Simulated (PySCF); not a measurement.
Computed properties of CH3ClFNSi2, SMILES F[Si@]1(Cl)N=C[SiH2]1

CH3ClFNSi2, SMILES [Si@]1(F)(N=C[SiH2]1)Cl. The structure is a stationary point at B3LYP-D3(BJ)/def2-SVP. The structure was generated by enumeration; whether it is a known compound was not checked. Other conformers were not sampled. All values are computed for the isolated molecule unless a solvent is named; none is compared with measurement here.

**Structure.** All 21 harmonic modes at B3LYP-D3(BJ)/def2-SVP (PySCF) are real, so it is a minimum. With heavy atoms numbered as in [F:1][Si@:2]1([Cl:3])[N:4]=[CH:5][SiH2:6]1, the shortest bond between them is N4–C5 at 1.291 Å and the longest Si2–Si6 at 2.335 Å.

**Vibrations.** The strongest infrared lines (harmonic, unscaled, degenerate partners summed) lie at 917 cm⁻¹ (160 km/mol, F 33 %, Si 33 %, H 28 %), 772 cm⁻¹ (135 km/mol, H 43 %, Si 28 %, C 17 %, N 10 %), 570 cm⁻¹ (119 km/mol, Si 32 %, H 27 %, C 17 %, Cl 12 %, N 9 %). The softest mode is at 95 cm⁻¹ and the zero-point energy is 26.8 kcal/mol.

**Electronic structure.** HF/def2-TZVP (PySCF) places the frontier levels at -10.67 and 2.34 eV, a gap of 13.01 eV, and gives a dipole moment of 3.69 D and a mean polarisability of 72.2 bohr³. PBE/def2-TZVP (PySCF) at the same geometry gives -6.01 and -2.82 eV, so its gap is 9.82 eV narrower. An orbital gap is neither the optical nor the fundamental gap.

**Excitations.** TDA-PBE0/def2-SVPD (PySCF) has S1 at 3.72 eV (333 nm, f = 0.000, dark); the most intense of the 10 singlets computed lies at 6.97 eV (f = 0.07). T1 (TDA) is at 2.92 eV, 0.80 eV under S1. TDA-PBE/def2-SVPD (PySCF) puts S1 at 3.51 eV. No vertical singlet excitation falls in the visible range (under 3.1 eV).

**NMR.** GIAO shifts at B3LYP/pcSseg-1 (PySCF) (non-relativistic, atoms alike by connectivity averaged): ¹³C at 222.0 ppm against TMS; ¹H from 5.7 to 10.8 ppm against TMS; ²⁹Si from 1.9 to 6.8 ppm against TMS; ¹⁹F at -124.4 ppm against CFCl3. Without spin–orbit terms, shifts of atoms bonded to Cl or Br come out too high.

**Solvation.** SMD-B3LYP/def2-SVP (PySCF) gives -1.0 kcal/mol in water, -3.5 kcal/mol in N,N-dimethylformamide, -4.0 kcal/mol in methanol (1 M in both phases, gas-phase geometry).
